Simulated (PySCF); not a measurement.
## TDDFT excited states: C6H5ClO

3-chlorophenol, C6H5ClO.
SMILES with atom numbers: `[OH:1][c:2]1[cH:3][cH:4][cH:5][c:6]([Cl:7])[cH:8]1` (hydrogens: H9 on O1; H10 on C3; H11 on C4; H12 on C5; H13 on C8)

Cartesian coordinates in Å at the GFN2-xTB level; atoms count from 1:
```
atom  x, y, z in Å
O1     2.4922   -0.3185   -0.0113
C2     1.1528   -0.1098   -0.0052
C3     0.6883    1.2030    0.0156
C4    -0.6696    1.4509    0.0228
C5    -1.5838    0.4097    0.0099
C6    -1.1116   -0.8908   -0.0126
Cl7   -2.2309   -2.2081   -0.0351
C8     0.2458   -1.1634   -0.0194
H9     2.6817   -1.2645   -0.0298
H10    1.4065    2.0064    0.0257
H11   -1.0254    2.4695    0.0401
H12   -2.6441    0.6024    0.0170
H13    0.5937   -2.1863   -0.0354
```

Method: TDDFT B3LYP/def2-SVPD, vertical, gas phase, core orbitals frozen in the response (PySCF).

```json
{"state": "S1", "E (eV)": "5.01", "ν̃ (cm⁻¹)": "40390", "f": "0.036", "symmetry": "A′", "main configurations (H = HOMO, L = LUMO)": "H→L (75%), H-1→L+1 (20%)"}
{"state": "S2", "E (eV)": "5.73", "ν̃ (cm⁻¹)": "46240", "f": "0.027", "symmetry": "A′", "main configurations (H = HOMO, L = LUMO)": "H→L+1 (46%), H-1→L (32%), H→L+2 (17%)"}
{"state": "S3", "E (eV)": "5.74", "ν̃ (cm⁻¹)": "46280", "f": "0.0058", "symmetry": "A′", "main configurations (H = HOMO, L = LUMO)": "H→L+2 (79%), H→L+1 (10%)"}
{"state": "S4", "E (eV)": "6.06", "ν̃ (cm⁻¹)": "48880", "f": "0.0003", "symmetry": "–", "main configurations (H = HOMO, L = LUMO)": "H→L+3 (94%)"}
{"state": "S5", "E (eV)": "6.36", "ν̃ (cm⁻¹)": "51300", "f": "0.0001", "symmetry": "–", "main configurations (H = HOMO, L = LUMO)": "H-1→L+2 (86%), H-1→L+3 (8%)"}
{"state": "S6", "E (eV)": "6.40", "ν̃ (cm⁻¹)": "51610", "f": "0.274", "symmetry": "A′", "main configurations (H = HOMO, L = LUMO)": "H-1→L (48%), H→L+1 (30%), H-1→L+1 (9%)"}
{"state": "S7", "E (eV)": "6.57", "ν̃ (cm⁻¹)": "53000", "f": "0.590", "symmetry": "A′", "main configurations (H = HOMO, L = LUMO)": "H-1→L+1 (66%), H→L (15%)"}
{"state": "S8", "E (eV)": "6.60", "ν̃ (cm⁻¹)": "53250", "f": "0.0017", "symmetry": "–", "main configurations (H = HOMO, L = LUMO)": "H→L+4 (48%), H-1→L+3 (44%)"}
```

Triplets, Tamm–Dancoff:

```json
{"state": "T1", "E (eV)": "4.01", "λ (nm)": "309.0", "main configurations (H = HOMO, L = LUMO)": "H→L+1 (47%), H-1→L (25%), H→L (23%)"}
{"state": "T2", "E (eV)": "4.23", "λ (nm)": "292.9", "main configurations (H = HOMO, L = LUMO)": "H→L (74%), H→L+1 (15%)"}
{"state": "T3", "E (eV)": "4.57", "λ (nm)": "271.2", "main configurations (H = HOMO, L = LUMO)": "H-1→L (64%), H→L+1 (34%)"}
```

The lowest singlet lies at 5.01 eV (248 nm, ultraviolet) and is of moderate strength; its leading configuration is HOMO→LUMO (75%). The most intense listed level is S7 at 6.57 eV (189 nm, f = 0.590), 1.56 eV above S1. S2/S3 lie within about 0.01 eV of each other. Löwdin shares by element: HOMO carbon 51% or more, oxygen 16% (atoms not listed hold the other 33%); LUMO carbon 72% or more (atoms not listed hold the other 28%). Weighted by f, the mean energy of these states is 6.43 eV. The listed states span 1.59 eV, and the widest gap between neighbours is 0.73 eV (S1 to S2). The oscillator strengths of these states sum to 0.934; summed over the whole spectrum of an exact calculation they would give the number of electrons, 66 (Thomas–Reiche–Kuhn). Symmetry labels in Cs follow from the direction of the transition dipole and are given only for states with f of 0.002 or more. Only the lowest 8 singlets were computed, as vertical energies without vibronic structure.

The run took 31 s of wall time on one thread, x86-64 server, shared host.

One conformer stands for the species.
